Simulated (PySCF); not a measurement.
trifluoromethoxyethane (C₃H₅F₃O), SMILES CCOC(F)(F)F. Heavy atoms are numbered as in [CH3:1][CH2:2][O:3][C:4]([F:5])([F:6])[F:7]. Hydrogens are named by the atom that carries them.

The structure is a stationary point at ωB97X-D3(BJ)/def2-SVP. The values are those of a single conformer.

These are PBE/pcSseg-1 (PySCF) values and carry that method's errors.

GIAO shieldings, no solvent; atoms alike by connectivity are averaged. δ = σ(ref) − σ: ¹³C against TMS (σ = 182.0 ppm); ¹⁷O against H2O (σ = 334.3 ppm); ¹⁹F against CFCl3 (σ = 133.6 ppm); ¹H against TMS (σ = 31.49 ppm), references at their B3LYP-D3(BJ)/def2-TZVP geometries, non-relativistic.

| nucleus | atoms | count | δ (ppm) |
|---|---|---|---|
| ¹³C | C4 | 1 | 136.5 |
| ¹³C | C2 (CH2) | 1 | 68.2 |
| ¹³C | C1 (CH3) | 1 | 18.3 |
| ¹⁷O | O3 | 1 | 133.6 |
| ¹⁹F | F5 | 3 | -104.0 |
| ¹H | H on C2 | 2 | 4.26 |
| ¹H | H on C1 | 3 | 1.67 |
